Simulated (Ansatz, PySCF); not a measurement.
Gas-phase reaction (SMILES): FB(F)F [trifluoroborane] + Cl (HCl) -> FB(F)Cl [chloro(difluoro)borane] + F (HF); hydrogen chloride cleaves one B-F bond, a model of a ligand-exchange step.

Each molecule is optimised on its own at B3LYP-D3(BJ)/def2-TZVP (Ansatz, an electronic-structure program). Cores are frozen in the correlated levels unless marked. Spin-orbit coupling is left out. No relativistic terms. Basis-set limits of correlation are two-point, X^-3; Hartree-Fock from the larger set. Thermal terms are rigid-rotor harmonic-oscillator values from B3LYP-D3(BJ) frequencies (Ansatz or PySCF) at 298.15 K and 1 atm. 1 Eh = 627.5095 kcal/mol.

```json
[
 {"species": "FB(F)F", "E, CCSD(T)/CBS(cc-pV(T+d)Z,cc-pV(Q+d)Z) (Ansatz) (Eh)": "-324.34859", "E, PBE-D3(BJ)/def2-TZVPD (Ansatz + dftd3) (Eh)": "-324.38776", "H - E (Eh)": "0.01684", "G - E (Eh)": "-0.01208"},
 {"species": "Cl (HCl)", "E, CCSD(T)/CBS(cc-pV(T+d)Z,cc-pV(Q+d)Z) (Ansatz) (Eh)": "-460.37849", "E, PBE-D3(BJ)/def2-TZVPD (Ansatz + dftd3) (Eh)": "-460.62865", "H - E (Eh)": "0.01000", "G - E (Eh)": "-0.01120"},
 {"species": "FB(F)Cl", "E, CCSD(T)/CBS(cc-pV(T+d)Z,cc-pV(Q+d)Z) (Ansatz) (Eh)": "-684.31087", "E, PBE-D3(BJ)/def2-TZVPD (Ansatz + dftd3) (Eh)": "-684.60046", "H - E (Eh)": "0.01548", "G - E (Eh)": "-0.01583"},
 {"species": "F (HF)", "E, CCSD(T)/CBS(cc-pV(T+d)Z,cc-pV(Q+d)Z) (Ansatz) (Eh)": "-100.39146", "E, PBE-D3(BJ)/def2-TZVPD (Ansatz + dftd3) (Eh)": "-100.39533", "H - E (Eh)": "0.01259", "G - E (Eh)": "-0.00713"}
]
```

**Question.** Work out ΔE and ΔH, ΔG, ΔS and the equilibrium constant at 298.15 K at the first level, then ΔH at the second.

**Answer.** 
1. ΔE = [(-684.31087) + (-100.39146)] - [(-324.34859) + (-460.37849)] = 0.02475 Eh = 15.5 kcal/mol at CCSD(T)/CBS(cc-pV(T+d)Z,cc-pV(Q+d)Z).
2. The terms H - E add up to 0.00123 Eh, so ΔH = (0.02475 + (0.00123))×627.5095 = 16.3 kcal/mol.
3. The terms G - E add up to 0.00032 Eh, so ΔG = 15.7 kcal/mol, and ΔS = (0.00123 - (0.00032))×627509.5/298.15 = 1.9 cal/(mol K).
4. log10 K = -ΔG/(RT ln 10) = -11.5, with RT ln 10 = 1.3642 kcal/mol.
5. At PBE-D3(BJ)/def2-TZVPD the same steps give ΔE = 12.9 and ΔH = 13.7 kcal/mol, a shift of -2.6 from the first level.
6. These values are not checked against measurement here, since the tables used lack a sound gas-phase enthalpy of formation for at least one species.
